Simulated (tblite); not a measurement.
C6H3ClN3 (charge -1).
SMILES: `ClC1=C2N=N[N-]C2=CC=C1`

Level: GFN2-xTB in tblite, geometry and Hessian alike; calculated harmonic values, unscaled, isolated species. This tight-binding method is rough: wavenumbers can miss measured ones by several per cent, in bad cases by 10 to 20.

How many normal modes are there?

13 atoms, non-linear: 3N − 6 = 33.

What is the point group of the computed structure, and how do the modes divide by symmetry?

Cs. The vibrations span 23 a′ + 10 a″.

How many distinct wavenumbers does the calculation give?

33: Cs has no degenerate species.

How many fundamentals are allowed in the infrared by symmetry?

33 of 33: in Cs every mode is allowed. All fundamentals are allowed in the Raman spectrum.

Which of the modes above 1550 cm⁻¹ are stretches that can be named?

aromatic C–H 3025, 3049, 3062; not assigned to one kind of bond 1554, 1599 cm⁻¹.

How are the modes spread over the spectrum?

2 under 200 cm⁻¹; 7 from 200 to 600 cm⁻¹; 8 from 600 to 1000 cm⁻¹; 11 from 1000 to 1550 cm⁻¹; 2 from 1550 to 2000 cm⁻¹; 3 above 2600 cm⁻¹.

What thermal excitation has the softest real mode at 298.15 K?

138.1 cm⁻¹ is a vibrational temperature θ of 199 K. The population of v = 1 over v = 0 is exp(−θ/T) = 0.51, and the mean quantum number is 1.1.

Convert 3061.8 cm⁻¹, one of the modes, to μm, THz, fs a period, meV and kJ/mol.

3.266 μm, 91.79 THz, 10.9 fs, 379.6 meV or 36.63 kJ/mol.
